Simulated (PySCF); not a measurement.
Species: C₅H₆ClN₂S (doublet state).
Geometry (GFN2-xTB, Å), atoms numbered from 1 in this order:
```xyz
15
C5H6ClN2S angstrom
C     -3.2685    0.3657    0.0848
S     -1.7255    0.2757    0.7831
C     -0.7229   -0.0704   -0.7552
N      0.6493   -0.2291   -0.4469
C      1.3063   -1.3896   -0.1937
N      2.5547   -1.1926    0.1171
C      2.7265    0.1530    0.0841
Cl     4.2262    0.8720    0.4271
C      1.5598    0.7795   -0.2589
H     -3.3782    0.8134   -0.8840
H     -4.0892    0.3801    0.7720
H     -1.1252   -0.9857   -1.1915
H     -0.8762    0.7750   -1.4288
H      0.8414   -2.3525   -0.2575
H      1.3172    1.8133   -0.3795
```

The hyperfine couplings belong to this conformer and change with its torsions.

As a line formula: `[CH2]SCn1cnc(Cl)c1` [radical].

Computed, not measured: UKS B3LYP, pcH-1 on C Cl H N S, non-relativistic, mean-field spin-orbit, GIAO in PySCF. The structure is a single GFN2-xTB conformer in the gas phase; no vibrational or solvent corrections. Couplings are sensitive to structure, and on GFN2-xTB geometries they can be far from those on DFT ones. The SCF solution wasn't tested for stability.

(1) Give the principal g shifts and their parts.

(2) What are the electron Larmor frequencies g μB B/h along the three axes at 3350 mT?

(3) At 9.663 GHz, how far is the centre of the isotropic spectrum from where a free electron (g = 2.002319) resonates?

(4) Average each term over the three axes. Which is largest in size?

(5) In a frozen sample, at which fields do the three g values resonate at 9.5, 34, 94 and 263 GHz (hyperfine left aside), and which band first spreads them over more than twice a line width of 0.5 mT?

Answers

(1) 
```json
{"Δg (ppt)": "relativistic mass correction", "1": "-0.17", "2": "-0.17", "3": "-0.17"}
{"Δg (ppt)": "gauge correction", "1": "0.01", "2": "0.06", "3": "0.02"}
{"Δg (ppt)": "orbital Zeeman/spin–orbit", "1": "-0.18", "2": "1.11", "3": "6.62"}
{"Δg (ppt)": "total", "1": "-0.34", "2": "0.99", "3": "6.47"}
```

So g = 2.00198, 2.00331, 2.00879 and g_iso = 2.00469; the tensor is rhombic: the two nearest values differ by 20 % of g3 − g1. Axes: g3 points within 10° of the S2–C3 bond.

(2) 93.8675, 93.9302, 94.1871 GHz for g1, g2 and g3, a range of 319.6 MHz.

(3) B = hν/(g μB) with μB/h = 13.99624 MHz/mT gives 344.80 mT for the free electron and 344.39 mT at g_iso, 0.41 mT lower.

(4) The orbital-Zeeman/spin–orbit term 2.51, the mass correction -0.17 and the gauge correction 0.03 ppt, for a total of 2.37 ppt. The orbital-Zeeman/spin–orbit term is the largest in size. The mass correction is the same along every axis, so the anisotropy comes from the other two: their spans along these axes are 0.05 (gauge) and 6.80 ppt (orbital Zeeman/spin–orbit).

(5) 
```
band    GHz  B(g3) mT  B(g2) mT  B(g1) mT  spread mT
   X    9.5    337.89    338.82    339.04       1.15
   Q   34.0   1209.30   1212.60   1213.41       4.12
   W   94.0   3343.35   3352.49   3354.73      11.38
   J  263.0   9354.25   9379.83   9386.10      31.85
```

The spread grows in proportion to the frequency. X band is the first where it exceeds 1.0 mT.

Largest spin populations (Mulliken): C1 (+0.84) and S2 (+0.19). The angles at C1 add up to 354.6°, so it is nearly planar; its axial dipolar tensor and the negative couplings of its protons fit spin in a p orbital normal to that plane.

The HOMO–LUMO gaps are 4.80 eV among the α and 4.32 eV among the β orbitals.
